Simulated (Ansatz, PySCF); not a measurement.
Sn(Br)2 anion (Br2Sn), SMILES [Br][Sn][Br] (connectivity only; charge and spin as stated), charge -1, multiplicity 2. Atoms are numbered in the order given.

```xyz
3

Sn     0.0000     0.0000     1.0233
Br     0.0000    -2.0637    -0.7206
Br     0.0000     2.0637    -0.7206
```
Charge -1, spin multiplicity 2.

Geometry: r2SCAN-D4/def2-SVPD. The multiplicity is an assumed one; other spin states were not compared. The isomer is the one that the SMILES or the coordinates give; other isomers of the formula were not compared. The def2 effective core potentials stand for the cores of Sn; spin–orbit coupling is left out.

Two levels are set side by side: PBE-D3(BJ)/def2-SVPD (Ansatz, a first-principles code) and r2SCAN-D4/def2-SVPD (Ansatz). Each level has its own optimised geometry; the coordinates shown are those of the second. Frequencies come from the Hessian of PySCF at each geometry. Differences are taken from unrounded values.

```json
[
 {"quantity": "mean bond length (Å)", "r2SCAN-D4": "2.702", "PBE-D3(BJ)": "2.725", "PBE-D3(BJ) minus r2SCAN-D4": "0.024"},
 {"quantity": "bond Sn1–Br2 (Å)", "r2SCAN-D4": "2.702", "PBE-D3(BJ)": "2.725", "PBE-D3(BJ) minus r2SCAN-D4": "0.024"},
 {"quantity": "bond Sn1–Br3 (Å)", "r2SCAN-D4": "2.702", "PBE-D3(BJ)": "2.725", "PBE-D3(BJ) minus r2SCAN-D4": "0.024"},
 {"quantity": "highest harmonic wavenumber (cm⁻¹)", "r2SCAN-D4": "188", "PBE-D3(BJ)": "180", "PBE-D3(BJ) minus r2SCAN-D4": "-8"},
 {"quantity": "mean harmonic wavenumber (cm⁻¹)", "r2SCAN-D4": "140", "PBE-D3(BJ)": "134", "PBE-D3(BJ) minus r2SCAN-D4": "-6"},
 {"quantity": "zero-point energy (kcal/mol)", "r2SCAN-D4": "0.60", "PBE-D3(BJ)": "0.57", "PBE-D3(BJ) minus r2SCAN-D4": "-0.03"}
]
```
